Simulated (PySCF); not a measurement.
dibromo(difluoro)methane (CBr2F2), SMILES BrC(Br)(F)F.

Geometry optimised at PBE-D3(BJ)/def2-SVP.

Computed with TDA-PBE/def2-SVPD run with PySCF.

Vertical excitations.  State labels are in the subgroup C2v.

Computed excitation energies, oscillator strengths and character:
```json
[
 {"state": "S1", "symmetry": "B1", "energy (eV)": "4.65", "λ (nm)": "267", "f": "0.021", "main pairs": "HOMO→LUMO 98 %"},
 {"state": "S2", "symmetry": "A2", "energy (eV)": "4.81", "λ (nm)": "258", "f": "0.000", "main pairs": "HOMO−1→LUMO 98 %"},
 {"state": "S3", "symmetry": "B2", "energy (eV)": "5.20", "λ (nm)": "238", "f": "0.000", "main pairs": "HOMO−2→LUMO 94 %"},
 {"state": "S4", "symmetry": "A1", "energy (eV)": "5.49", "λ (nm)": "226", "f": "0.000", "main pairs": "HOMO−3→LUMO 71 %, HOMO→LUMO+1 28 %"},
 {"state": "S5", "symmetry": "A1", "energy (eV)": "5.94", "λ (nm)": "209", "f": "0.000", "main pairs": "HOMO→LUMO+1 71 %, HOMO−3→LUMO 28 %"},
 {"state": "S6", "symmetry": "B2", "energy (eV)": "6.16", "λ (nm)": "201", "f": "0.000", "main pairs": "HOMO−1→LUMO+1 94 %"},
 {"state": "S7", "symmetry": "A2", "energy (eV)": "6.51", "λ (nm)": "190", "f": "0.000", "main pairs": "HOMO−2→LUMO+1 98 %"},
 {"state": "S8", "symmetry": "B1", "energy (eV)": "6.71", "λ (nm)": "185", "f": "0.012", "main pairs": "HOMO−3→LUMO+1 74 %, HOMO−4→LUMO 24 %"},
 {"state": "S9", "symmetry": "B1", "energy (eV)": "7.19", "λ (nm)": "172", "f": "0.234", "main pairs": "HOMO−4→LUMO 61 %, HOMO−3→LUMO+1 23 %"},
 {"state": "S10", "symmetry": "B1", "energy (eV)": "7.42", "λ (nm)": "167", "f": "0.042", "main pairs": "HOMO→LUMO+2 100 %"},
 {"state": "T1", "symmetry": "B1", "energy (eV)": "4.07", "λ (nm)": "305", "f": "0", "main pairs": "HOMO→LUMO 99 %"},
 {"state": "T2", "symmetry": "A2", "energy (eV)": "4.37", "λ (nm)": "284", "f": "0", "main pairs": "HOMO−1→LUMO 99 %"},
 {"state": "T3", "symmetry": "B2", "energy (eV)": "4.76", "λ (nm)": "260", "f": "0", "main pairs": "HOMO−2→LUMO 97 %"},
 {"state": "T4", "symmetry": "A1", "energy (eV)": "5.04", "λ (nm)": "246", "f": "0", "main pairs": "HOMO−3→LUMO 91 %"}
]
```
Triplets are in the Tamm–Dancoff approximation.
